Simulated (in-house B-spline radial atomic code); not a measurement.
Configurations of Fe III (Fe2+), with energies counted from [Ar] 3d6. All numbers are computed (non-relativistic BLYP, spin-polarised, spherical fractional occupations; point nucleus) with an all-electron radial atomic-structure program (B-spline basis), not measured. Shells without spins written out take the highest spin.

Occupations are held fixed; configurations that lie above the ionisation limit could autoionise.

| configuration | E - E(ref) (eV) | highest orbital | its <r> (bohr) |
| --- | --- | --- | --- |
| [Ar] 3d5 4p1 | 10.603 | 4p up | 2.763 |
| [Ar] 3d(4 up, 1 down) 4d(1 up, 0 down) | 23.157 | 4d up | 3.941 |
| [Ar] 3d(5 up, 0 down) 4f(0 up, 1 down) | 23.665 | 4f down | 5.745 |
| [Ne] 3s2 3p5 3d7 | 51.739 | 3d down | 1.105 |
| [Ne] 3s2 3p(3 up, 2 down) 3d(2 up, 4 down) 4p(0 up, 1 down) | 69.964 | 4p down | 2.767 |
| [Ne] 3s2 3p5 3d6 4d1 | 71.413 | 4d up | 3.91 |
| [Ne] 3s2 3p(3 up, 2 down) 3d(2 up, 4 down) 4f(1 up, 0 down) | 83.097 | 4f up | 5.716 |

Q: Order these further configurations by energy, lowest first.
A. [Ne] 3s2 3p5 3d6 4s1
B. [Ar] 3d(4 up, 2 down)
C. [Ar] 3d5 4s1
D. [Ne] 3s2 3p5 3d6 4p1
E. [Ar] 3d5 4f1

A: B (2.8499 eV), C (4.2175 eV), E (23.701 eV), A (56.634 eV), D (63.054 eV).

Q: How far above the reference does [Ne] 3s2 3p5 3d6 4f1 lie?

A: 76.285 eV; its least bound orbital is 4f up with <r> = 5.722 bohr.

Q: How far above the reference does [Ar] 3d5 4d1 lie?

A: 18.909 eV; its least bound orbital is 4d up with <r> = 3.939 bohr.
